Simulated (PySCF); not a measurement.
A side-by-side comparison of computed properties.

First species: C7H7F3.
SMILES with atom numbers: `[F:1][C:2]([F:3])=[C:4]([F:5])[CH:6]1[CH2:7][CH:8]=[CH:9][CH2:10]1` (hydrogens: H11 on C6; H12, H13 on C7; H14 on C8; H15 on C9; H16, H17 on C10)

Second species: C₃H₈Si₂.
SMILES: `CC#C[SiH2][SiH3]`

Levels: CAM-B3LYP/def2-SVPD for HOMO energy, LUMO energy, HOMO–LUMO gap and static isotropic polarisability; TDDFT CAM-B3LYP/def2-SVPD for lowest singlet excitation. Geometries: PBE0-D3(BJ)/def2-SVP. Each species is one conformer at its optimised geometry, gas phase, non-relativistic unless stated; the electronic structure was computed with PySCF and density fitting.

Problem. Which of the two has the higher static isotropic polarisability, and by how much?

Solution. The second: 96.8 au against 81.9 au, a difference of 14.9 au.

Problem. Which has the higher LUMO energy?

Solution. The first: 1.05 eV against 0.95 eV, a difference of 0.10 eV.

Problem. Which has the higher HOMO energy?

Solution. The first: -8.54 eV against -8.69 eV, a difference of 0.15 eV.

Problem. Which of the two has the higher HOMO–LUMO gap, and by how much?

Solution. The second: 9.64 eV against 9.59 eV, a difference of 0.05 eV.

Problem. Which of the two has the higher S1 energy, and by how much?

Solution. The first: 6.49 eV against 5.80 eV, a difference of 0.69 eV.

On the first: S1 lies 3.10 eV below the HOMO–LUMO gap. The 6 singlets span 6.49 to 7.58 eV, and their oscillator strengths add up to 0.30.

On the second: The principal polarisabilities are 74.9, 88.3 and 127.3 au; their mean is the isotropic value. No computed singlet falls in the visible range (750 to 380 nm, 1.65 to 3.26 eV); S1 lies 2.54 eV above its blue end.
